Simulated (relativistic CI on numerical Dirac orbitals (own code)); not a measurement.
# Ba¹²⁺: q coefficients and field-shift factors

Calculated at this level of theory: Dirac-Coulomb-Breit CI, orbitals from a KLI potential per configuration, derivatives by finite differences, unscaled Slater integrals, QED left out (own radial code, finite nucleus).

CI space (outside the closed core [Ar] 3d10): 4s2 4p6 4d8, 4s2 4p5 4d9, 4s2 4p6 4d7 4f, 4s2 4p4 4d10, 4s2 4p6 4d7 5s, 4s 4p6 4d9, 4s2 4p6 4d7 5p, 4s2 4p6 4d6 5s2. Levels of other configurations are missing.

With x = (α/α₀)² − 1 an excitation energy changes as ω = ω₀ + qx; K = 2q/ω₀ is the relative enhancement. Terms are leading LS components, so labels can repeat. The field-shift factor is F = δν/δ⟨r²⟩ for the transition from the lowest level.

Lowest level 4s2 4p6 4d8 3F_4.

| Level | ω₀ (cm⁻¹) | q (cm⁻¹) | F (GHz/fm²) |
| --- | --- | --- | --- |
| 4s2 4p6 4d8 1D_2 | 15153 | 1452 | -0.0113 |
| 4s2 4p6 4d8 3F_3 | 19698 | 20600 | 0.284 |
| 4s2 4p6 4d8 3P_2 | 33888 | 22110 | 0.359 |
| 4s2 4p6 4d8 3P_0 | 39067 | 8460 | 0.246 |
| 4s2 4p6 4d8 3P_1 | 43702 | 20810 | 0.381 |
| 4s2 4p6 4d8 1G_4 | 51839 | 18580 | 0.387 |
| 4s2 4p6 4d8 1D_2 | 53531 | 38530 | 0.495 |
| 4s2 4p6 4d8 1S_0 | 103042 | 33460 | 0.717 |
| 4s2 4p5 4d9 1D°_2 | 731582 | 29110 | 3.58 |
| 4s2 4p6 4d7 5s 5F_5 | 733609 | -78980 | 68 |
| 4s2 4p5 4d9 3D°_3 | 733756 | 26740 | 3.82 |
| 4s2 4p5 4d9 3F°_4 | 736950 | 27810 | 3.52 |
| 4s2 4p6 4d7 5s 5F_4 | 743303 | -74170 | 67.4 |
| 4s2 4p5 4d9 3D°_2 | 752095 | 44640 | 4.04 |
| 4s2 4p6 4d7 5s 5F_3 | 754532 | -59870 | 68.2 |
| 4s2 4p6 4d7 5s 3F_4 | 757291 | -63790 | 66.9 |
| 4s2 4p6 4d7 5s 5F_2 | 758289 | -62680 | 68.2 |
| 4s2 4p6 4d7 5s 5F_1 | 760356 | -63800 | 68.1 |
| 4s2 4p5 4d9 3D°_1 | 763891 | 48510 | 4.02 |
| 4s2 4p6 4d7 5s 5P_2 | 764661 | -76330 | 67.7 |
| 4s2 4p6 4d7 5s 3F_3 | 766963 | -67890 | 67.1 |
| 4s2 4p6 4d7 5s 5P_3 | 773464 | -57560 | 67.6 |
| 4s2 4p6 4d7 5s 3P_1 | 773786 | -66150 | 67.7 |

At this charge transitions that keep the count of f electrons are usually good to a few per cent. Terms inside the open d or f shell come out 10 to 20 % too wide with unscaled integrals. Levels and lines within the n = 5 or 6 shells can be off by up to 10 % or somewhat more, and those that change n by about 2 %, since core polarisation is missing. Levels that differ in their count of f electrons can be misplaced by several ten thousand cm⁻¹, since the correlation energy of f electrons is missing or only estimated; rates across such gaps can be off by orders of magnitude.

Which transition from the lowest level has the largest |K|?

4s2 4p6 4d8 3F_3 at 19698 cm⁻¹, K = 2.09.
